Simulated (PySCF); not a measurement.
## A survey of 19F NMR shifts

[PySCF 2.14.0 with density-fitted response routines: σ from GIAO-PBE0/pcSseg-1; geometry: GFN2-xTB; isolated molecule; rapidly exchanging positions averaged; one conformer; non-relativistic Hamiltonian]

Shieldings were converted by a linear fit to measured shifts: 19F: δ = 146.13 − 0.903σ +14.6 on sp3 carbon (rms 6.0 ppm, 223 shifts, 7.0 ppm with the 5 outliers that the fit left out vs CFCl3, solution or neat liquid). Occasional misses reach two or three times the rms, and more in compound classes unlike the fitted ones.

Problem. Give the 19F shifts of `Cc1cscc(F)c1=O`.

Solution. 
```tsv
compound	environment	δ (ppm)
Cc1cscc(F)c1=O	fluorine on an unsaturated ring	-110.7
```

Problem. Match the shifts -104.2, -154.5, -186.5, -232.7 ppm to `FC[C@@H]1O[SiH2]O[C@H]1CF`, `C[SiH2]c1ccc([SiH3])cc1F`, `CC#C[C@@]1(F)CS[SiH2][C@@H]1C`, `CC#C[C@](C)([SiH3])C(=S)CF`.

Solution. -104.2: C[SiH2]c1ccc([SiH3])cc1F (aryl fluorine); -154.5: CC#C[C@@]1(F)CS[SiH2][C@@H]1C (fluorine on an sp3 carbon); -186.5: CC#C[C@](C)([SiH3])C(=S)CF (fluorine on an sp3 carbon); -232.7: FC[C@@H]1O[SiH2]O[C@H]1CF (fluorine on an sp3 carbon).
